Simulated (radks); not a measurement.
Task: The mean radii <r> (bohr) of the occupied orbitals of an atom or ion are listed with their occupations. All-electron calculation, scalar-relativistic Kohn-Sham, BLYP, spin-polarised, spherical densities, finite nucleus; Fermi nuclear charge, rms radius of each element as measured or else 0.836 A^(1/3) + 0.57 fm. Program: a radial shooting solver on a logarithmic mesh with Libxc functionals.

| orbital | occ. | <r> |
|---|---|---|
| 1s up | 1 | 0.02318 |
| 1s down | 1 | 0.02318 |
| 2s up | 1 | 0.09896 |
| 2s down | 1 | 0.09896 |
| 2p up | 3 | 0.08710 |
| 2p down | 3 | 0.08710 |
| 3s up | 1 | 0.2606 |
| 3s down | 1 | 0.2605 |
| 3p up | 3 | 0.2589 |
| 3p down | 3 | 0.2587 |
| 3d up | 5 | 0.2363 |
| 3d down | 5 | 0.2361 |
| 4s up | 1 | 0.5932 |
| 4s down | 1 | 0.5930 |
| 4p up | 3 | 0.6282 |
| 4p down | 3 | 0.6281 |
| 4d up | 5 | 0.6890 |
| 4d down | 5 | 0.6890 |
| 5s up | 1 | 1.419 |
| 5s down | 1 | 1.437 |
| 5p up | 3 | 1.645 |
| 5p down | 2 | 1.681 |
| 4f up | 5 | 0.9955 |
| 6s up | 1 | 3.706 |
| 6s down | 1 | 3.816 |
| 7s up | 1 | 9.645 |

Name the element and its charge. Open shells, if any, are filled with parallel spins first.

Result: Z = 61, promethium, charge 0: Pm in [Kr] 4d10 4f5 5s2 5p5 6s2 7s1. The 1s radius gives Z: for a bare nucleus <r> = (2 gamma + 1)/(2Z) with gamma = sqrt(1 - (Z/c)^2), 0.02288 bohr for Z = 61, and screening makes it slightly larger (0.02318 here). The occupations add up to 61, and the charge is Z minus that.
